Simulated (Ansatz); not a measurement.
Computed with Ansatz on PBE0-D4/def2-TZVP structures; ΔE is electronic, products minus reactants. CBS: MP2 limit from def2 TZ/QZ plus the TZ coupled-cluster correction, frozen cores. Functionals use def2-TZVPP. For Ge outer-core shells are correlated without core-valence functions, which leaves a few kJ/mol of doubt a bond. Scalar relativity is left out up to krypton.

Reaction (isomerisation): `[GeH3][SiH]1CO1` → `[SiH3][GeH]1[CH2][O]1`

Task: Is it downhill or uphill in electronic energy at CCSD(T)/CBS, and by how much? (Best estimate.)

Result: Ansatz gave: Uphill: ΔE = +12.3 kcal/mol.

Task: What do these levels give: PBE0-D4, ωB97M-V, B2PLYP, PBE, MP2/def2-TZVPP, MP2/def2-QZVPP? (Best estimate.)

Result: Ansatz gave: PBE0-D4 13.7, ωB97M-V 14.7, B2PLYP 12.8, PBE 12.1, MP2/def2-TZVPP 12.3, MP2/def2-QZVPP 12.3 kcal/mol.

Largest T1 diagnostic among the species: 0.015.

From PBE to PBE0 (25 % exact exchange), in def2-TZVPP and without D4, ΔE moves by +1.6 kcal/mol. In def2-TZVPP, CCSD(T) changes the Hartree–Fock value by −3.6 kcal/mol (the triples alone add −1.0 kcal/mol) and MP2 by −3.9 kcal/mol.
